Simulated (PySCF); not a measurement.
BeF2. Atoms are numbered in the order given.

```xyz
3

Be     0.0000     0.0000     0.0000
F      0.0000     0.0000    -1.3818
F      0.0000     0.0000     1.3818
```
Charge 0, spin multiplicity 1.

Geometry optimised at r2SCAN-D4/def2-TZVP. The isomer is the one that the SMILES or the coordinates give; other isomers of the formula were not compared.

Method: C-PCM-M06-2X/def2-TZVPD run with PySCF 2.14.0.

The values are the electrostatic part of the solvation free energy, E(continuum) − E(gas) at the gas-phase geometry, in a cavity of scaled van der Waals radii (PySCF's table); cavitation and dispersion terms are not included. A continuum can't describe solvent molecules that bind to the metal. In vacuum the orbital gap is 13.34 eV. The dipole moment in vacuum is 0.00 D.

```csv
solvent,ε,ΔG(elec) (kcal/mol),dipole (D),gap (eV)
water,78.36,-8.1,0.00,13.50
benzene,2.27,[?],[?],[?]
1-octanol,9.86,-7.3,0.00,13.49
```

### Question
Fill in the missing entries. (An estimate is asked for; the answer gives what the named calculation found.)

### Answer

- benzene, ΔG(elec) (kcal/mol): -4.4
- benzene, dipole (D): 0.00
- benzene, gap (eV): 13.44
